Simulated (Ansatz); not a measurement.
C3H10OSi can be A, `CCOC[SiH3]`, or B, `C[SiH](C)CO`.

Gas-phase electronic energies from Ansatz, PBE0-D4/def2-TZVP geometries. CBS: MP2 limit from def2 TZ/QZ plus the TZ coupled-cluster correction, frozen cores. DFT in def2-TZVPP. B3LYP here is the variant with VWN-RPA as its local correlation; programs differ in this. Each species was taken in one conformer, which may not be the lowest.

Task: Which is lower in electronic energy at CCSD(T)/CBS, and by how much? (Best estimate.)

Result: The calculation gave: B, by 26.9 kcal/mol.

Task: Give E(B) − E(A) in kcal/mol with PBE-D4, B3LYP-D4, B2PLYP, r2SCAN-D4, B3LYP, MP2/def2-TZVPP, HF/def2-TZVPP. (An estimate is asked.)

Result: Ansatz gave: PBE-D4 -26.7, B3LYP-D4 -25.3, B2PLYP -25.5, r2SCAN-D4 -27.4, B3LYP -24.6, MP2/def2-TZVPP -27.5, HF/def2-TZVPP -21.8. None reverses the order clearly.

Largest T1 diagnostic: 0.011.

In def2-TZVPP, CCSD(T) changes the Hartree–Fock value by −3.9 kcal/mol (the triples alone add −0.2 kcal/mol) and MP2 by −5.7 kcal/mol.
